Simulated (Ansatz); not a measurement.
CH$_{6}$SSi$_{2}$, SMILES `S[SiH]1C[SiH2]1`. The species carries charge 0 and has multiplicity 1.

```csv
atom,x (Å),y (Å),z (Å)
S1,1.103,0.534,-2.279
Si2,0.459,-0.600,-0.600
C3,-1.026,0.052,0.373
Si4,0.526,0.366,1.424
H5,0.121,0.120,-3.101
H6,0.500,-2.068,-0.797
H7,-1.735,-0.686,0.744
H8,-1.534,0.930,-0.022
H9,0.933,1.780,1.590
H10,0.652,-0.428,2.669
```

Question: What are the harmonic wavenumbers in cm⁻¹ at PBE0-D4/def2-TZVP (Ansatz, finite differences of forces, unscaled)? (An estimate is asked.)

Answer: The calculation gave: 102, 157, 213, 367, 429, 447, 499, 541, 611, 647, 666, 736, 787, 800, 874, 901, 917, 1354, 2232, 2238, 2261, 2688, 3114, 3193.

Question: Is this a minimum?

Answer: Yes, all 24 modes are real.

Question: Give the ideal-gas thermochemistry at 298.15 K and 1 bar (rigid rotor, harmonic oscillator; point group C1, symmetry number 1).

Answer: Zero-point energy 160.1 kJ/mol; H(298) − E = 180.7 kJ/mol; entropy 339.9 J/(mol·K), of which translation 167.1, rotation 113.0, vibration 59.8; G(298) − E = 79.4 kJ/mol.

Question: And at 400, 500, 600, 800 and 1000 K?

Answer: 
| T (K) | H − E (kJ/mol) | S (J/mol/K) | G − E (kJ/mol) |
| --- | --- | --- | --- |
| 400 | 193.4 | 376.1 | 42.9 |
| 500 | 207.5 | 407.7 | 3.7 |
| 600 | 223.0 | 435.9 | -38.5 |
| 800 | 256.8 | 484.4 | -130.7 |
| 1000 | 293.6 | 525.4 | -231.8 |
